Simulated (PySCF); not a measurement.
A GIAO shielding run with PySCF (density fitting, non-relativistic, gas phase) on `C#CC#C/C([SiH3])=C\C#N`, C7H5NSi:

```
$ OMP_NUM_THREADS=1 python probes_run.py task.json out

{"job": {"kind": "nmr", "xc": "PBE0", "basis": "pcSseg-1"}, "charge": 0, "multiplicity": 1}
C      4.017131     0.154866     1.289543
C      2.870638     0.115337     0.916167
C      1.584419     0.067132     0.501470
C      0.435285     0.047168     0.106761
C     -0.899529    -0.038540    -0.286866
Si    -1.975851    -1.303311     0.639640
C     -1.387955     0.743055    -1.276139
C     -0.600556     1.677627    -1.963602
N      0.043440     2.443686    -2.527628
H      5.015275     0.196089     1.607185
H     -3.319019    -1.219828     0.065360
H     -1.386395    -2.625647     0.432816
H     -1.974460    -0.935403     2.055019
H     -2.423103     0.677295    -1.581892
```

Hardware: 1 thread of an Arm Neoverse N1, shared host. The job also computes population analyses, field gradients.

Question: How large is the calculation?

Answer: 68 electrons, 185 basis functions and 972 auxiliary functions.

Question: How long does it take, and how much memory does it need?

Answer: 73 s of wall time, with 15 SCF cycles and 5 response iterations; peak memory 0.82 GiB. Times on a shared host scatter by some tens of per cent.
